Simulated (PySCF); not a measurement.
CH3AlCl2S.

```xyz
8

Al     0.0805    -0.0127     0.3784
Cl     0.1164    -0.8360     2.3113
Cl     0.9378     1.8859     0.0321
S     -0.8443    -1.1359    -1.2315
C     -0.6189    -0.0163    -2.6837
H     -0.1108     0.9264    -2.4079
H     -1.6175     0.2129    -3.1003
H     -0.0166    -0.5497    -3.4427
```
Charge 0, spin multiplicity 1.

Coordinates come from a PBE-D3(BJ)/def2-SVP optimisation. The structure was generated by enumeration; whether it is a known compound was not checked. The values are those of a single conformer.

Level of theory: PBE/pcSseg-1 in PySCF. Non-relativistic, no solvent.

### Question
Give the absolute GIAO shielding of each atom: isotropic value and principal components (ppm). (An estimate is asked for; the answer gives what the named calculation found.)

### Answer

```tsv
atom	σ(iso)	σ11	σ22	σ33	span
Al1	369.9	336.4	342.2	431.2	94.7
Cl2	881.1	774.6	840.9	1027.7	253.1
Cl3	899.2	753.4	935.4	1008.9	255.5
S4	603.5	539.4	582.0	689.2	149.8
C5	163.1	151.9	152.5	184.7	32.8
H6	28.6	21.3	30.5	33.8	12.5
H7	28.8	23.2	26.1	37.0	13.9
H8	28.8	23.2	26.1	37.0	13.8
```
